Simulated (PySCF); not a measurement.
# Gas-phase XPS of `[BH3-][P+]1(C)CCOCC1`, computed

Species: C₅H₁₄BOP.
Bonds: B1–P2, P2–C3, P2–C4, C4–C5, C5–O6, O6–C7, C7–C8, P2–C8. Hydrogens: H9, H10, H11 on B1; H12, H13, H14 on C3; H15, H16 on C4; H17, H18 on C5; H19, H20 on C7; H21, H22 on C8.

Method: delta-SCF UKS SCAN, pcX-2 on the ionised atom, pcseg-1 elsewhere, spin-free X2C (PySCF 2.14.0). These are vertical core ionisation energies against the vacuum level, from separate self-consistent calculations with and without the core hole.

Problem. What binding energy does each computed site have?

Solution. 
```csv
atom(s),environment,level,binding energy (eV),2p1/2 (eV),above the level's lowest (eV),count
B1,four-coordinate boron,B 1s,192.94,–,0.00,1
P2,phosphorus bonded to B and 3 C,P 2p3/2,137.04,137.93,0.00,1
P2,phosphorus bonded to B and 3 C,P 1s,2150.69,–,0.00,1
C3,sp3 carbon bound to phosphorus,C 1s,291.02,–,+0.13,1
C4/C8,sp3 carbon bound to phosphorus,C 1s,290.89,–,0.00,2
C5/C7,sp3 carbon bound to oxygen,C 1s,292.53,–,+1.64,2
O6,cyclic ether oxygen,O 1s,538.65,–,0.00,1
```

Lowest listed C 1s: C4/C8, bonded to C, 2 H and P. Highest, 1.64 eV above it: C5/C7, bonded to O, C and 2 H.

Problem. What is the longest wavelength that can ionise C 1s of C4/C8 vertically?

Solution. λ = hc/E = 12398.42 eV Å / 290.89 eV = 42.622 Å.

Problem. What is the C 1s shift of C3 against C5/C7?

Solution. 291.02 − 292.53 = -1.51 eV, or -146 kJ/mol.

Topologically equivalent atoms share the value of their first member; where this conformer doesn't relate them by symmetry, their own values could differ. The 2p values aren't plain energy differences: one relaxed spin-free 2p hole is combined with a matrix within the shell (ground-state 2p orbital-energy differences and spin–orbit coupling). 2p3/2, the mean of its two sublevels, lies a third of the splitting below the shell's mean and 2p1/2 two thirds above it; the statistical areas are 2:1. 2p1/2 minus 2p3/2 (ligand field included): P 0.89 eV. Isolated species at its PBE0-D3(BJ)/def2-SVP geometry (one conformer only).
